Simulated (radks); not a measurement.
Problem. The mean radii <r> (bohr) of the occupied orbitals of an atom or ion are listed with their occupations. Method: scalar-relativistic Kohn-Sham, LDA (Slater exchange, Perdew-Wang correlation), spin-unpolarised, spherical densities, finite nucleus; Fermi nuclear charge, rms radius of each element as measured or else 0.836 A^(1/3) + 0.57 fm; computed with a radial shooting solver on a logarithmic mesh with Libxc functionals.

| orbital | occ. | <r> |
|---|---|---|
| 1s | 2 | 0.02845 |
| 2s | 2 | 0.1227 |
| 2p | 6 | 0.1072 |
| 3s | 2 | 0.3311 |
| 3p | 6 | 0.3292 |
| 3d | 10 | 0.3056 |
| 4s | 2 | 0.7907 |
| 4p | 6 | 0.8524 |
| 4d | 10 | 1.032 |
| 5s | 2 | 2.215 |
| 5p | 3 | 2.904 |

Name the element and its charge.

Solution. Z = 51, antimony, charge 0: Sb in [Kr] 4d10 5s2 5p3. The 1s radius gives Z: for a bare nucleus <r> = (2 gamma + 1)/(2Z) with gamma = sqrt(1 - (Z/c)^2), 0.028 bohr for Z = 51, and screening makes it slightly larger (0.02845 here). The occupations add up to 51, and the charge is Z minus that.
